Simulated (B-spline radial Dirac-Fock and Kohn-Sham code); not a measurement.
The Rb-like isoelectronic sequence (37 electrons), Z = 37 to 49

Level of theory: ΔSCF Dirac-Fock with Breit, self-energy and vacuum polarisation, finite nucleus, configuration average; a radial B-spline solver. Binding energies in eV, tabulated ground configurations. The model has no electron correlation.

```
  ion  configuration       1s      3s  3p1/2  3d5/2  outermost level  NIST ionisation energy
   Rb       [Kr] 5s1  15205.4   331.9  257.3  115.9        3.80 (5s)                4.177128
  Sr⁺       [Kr] 5s1  16120.1   376.7  298.3  148.3       10.44 (5s)                11.03028
 Zr³⁺       [Kr] 4d1  18036.6   473.0  386.9  218.9       33.34 (4d)                34.41836
 Nb⁴⁺       [Kr] 4d1  19042.7   528.6  438.5  261.2       49.37 (4d)                 50.5728
 Mo⁵⁺       [Kr] 4d1  20079.8   587.8  493.8  306.8       67.52 (4d)                68.82704
 Tc⁶⁺       [Kr] 4d1        ?       ?      ?      ?                ?                       ?
 Ru⁷⁺       [Kr] 4d1  22247.4   717.1  614.9  407.9       109.8 (4d)               110 ± 2.1
 Rh⁸⁺       [Kr] 4d1  23378.3   787.0  680.7  463.3       133.8 (4d)               135 ± 2.2
 Pd⁹⁺       [Kr] 4d1  24540.8   860.5  750.0  521.8       159.7 (4d)             159.9 ± 2.2
Ag¹⁰⁺       [Kr] 4d1  25735.2   937.5  822.8  583.5       187.4 (4d)               188 ± 2.4
Cd¹¹⁺       [Kr] 4d1  26961.7  1018.0  899.1  648.2       217.0 (4d)               218 ± 2.5
In¹²⁺       [Kr] 4d1  28220.5  1102.0  978.8  716.1       248.3 (4d)                 249 ± 3
```

**Question.** Fill in the row of Tc⁶⁺.

**Answer.** 1s 21148.0, 3s 650.7, 3p1/2 552.6, 3d5/2 355.8, outermost 87.67 (4d), NIST 88 ± 2 eV.

NIST's values are for the lowest levels; a dash marks a value that is missing or belongs to another shell. Their kind here: measured, theoretical. Where a p, d or f shell is open in either ion the computed value averages over both j values and all terms, while the table refers to the lowest levels; that difference holds spin-orbit splitting (largest in heavy or highly charged ions), term energies where several electrons share open shells, and correlation, and it can reach 10 % or more.
